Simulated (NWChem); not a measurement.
C₄H₅N; SMILES C/C=C/C#N

```xyz
10

C      0.0136    -2.3251     0.0000
C      0.3852    -0.8862     0.0000
C     -0.4933     0.1297     0.0000
C     -0.0958     1.5000     0.0000
N      0.2092     2.6195     0.0000
H     -1.0757    -2.4713     0.0000
H      0.4354    -2.8349     0.8822
H      0.4354    -2.8349    -0.8822
H      1.4550    -0.6465     0.0000
H     -1.5725    -0.0595     0.0000
```
Atoms are numbered in this order, from 1.

Results from NWChem. Medium grid unless said otherwise, to which SCAN and Minnesota functionals are sensitive. The geometry was optimised at PBE0/def2-SVP. B3LYP is NWChem's, with the RPA form of VWN correlation.

Problem. Among these, which level gives the lowest value of “orbital gap (eV)”?
A) LDA (Slater exchange, VWN5)/def2-TZVP
B) B3LYP/def2-TZVP
C) r2SCAN/def2-TZVP
D) TPSSh/def2-TZVP

Solution. A, LDA (Slater exchange, VWN5)/def2-TZVP. Values: LDA (Slater exchange, VWN5)/def2-TZVP 4.43; r2SCAN/def2-TZVP 4.82; TPSSh/def2-TZVP 5.45; B3LYP/def2-TZVP 6.10
